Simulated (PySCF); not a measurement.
CHF2, multiplicity 2. Atoms are numbered in the order given.

```xyz
4

F     -0.0282    -0.2419    -1.0974
C      0.1498     0.4871     0.0000
F     -0.0282    -0.2419     1.0974
H     -0.3915     1.4321     0.0000
```
Charge 0, spin multiplicity 2.

Geometry: B3LYP-D3(BJ)/def2-TZVP. The isomer is the one that the SMILES or the coordinates give; other isomers of the formula were not compared.

Level of theory: r2SCAN/def2-TZVPD (PySCF).

Mulliken values depend strongly on the basis, most of all with diffuse functions as here. ESP charges are fitted to the potential on shells at 1.4 to 2.0 van der Waals radii. Atomic charges (e):

| atom | ESP fit | Mulliken | Mulliken spin |
|---|---|---|---|
| F1 | [?] | -0.17 | 0.06 |
| C2 | [?] | 0.16 | 0.86 |
| F3 | [?] | -0.17 | 0.06 |
| H4 | [?] | 0.17 | 0.03 |

Question: Some entries are withheld; supply them. (The exact figures need the calculation; the answer reports its results.)

Answer: 
- F1, ESP fit: -0.07
- C2, ESP fit: -0.05
- F3, ESP fit: -0.07
- H4, ESP fit: 0.19
